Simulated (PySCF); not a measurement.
CaO, SMILES [O]=[Ca].

Geometry optimised at PBE0-D3(BJ)/def2-TZVPD.

Two levels are set side by side: TDA-PBE/def2-TZVPD (PySCF) and TDA-LC-ωPBE/def2-TZVPD (PySCF). Vertical, same geometry. The lowest singlet is HOMO−1→LUMO 100 % with PBE and HOMO→LUMO 79 %, HOMO→LUMO+3 15 % with the other functional; states are paired by order. Differences are taken from unrounded values.

```csv
quantity,TDA-PBE
lowest singlet excitation (eV),1.60
lowest triplet excitation (TDA) (eV),1.04
```

Q: These are the TDA-PBE values. What does TDA-LC-ωPBE give? (Estimate from the structure and the level; the computed values follow.)

A: 
```
quantity                              TDA-LC-ωPBE  TDA-PBE minus TDA-LC-ωPBE
------------------------------------  -----------  -------------------------
lowest singlet excitation (eV)               2.35                      -0.75
lowest triplet excitation (TDA) (eV)         2.06                      -1.02
```

Functionals without exact exchange tend to place singlet excitations lower, as here. Differences between two approximate levels are no errors against the true value.

Rough cost on one machine, each run with all the roots and properties that it gave: TDA-LC-ωPBE against TDA-PBE within a factor of 2.
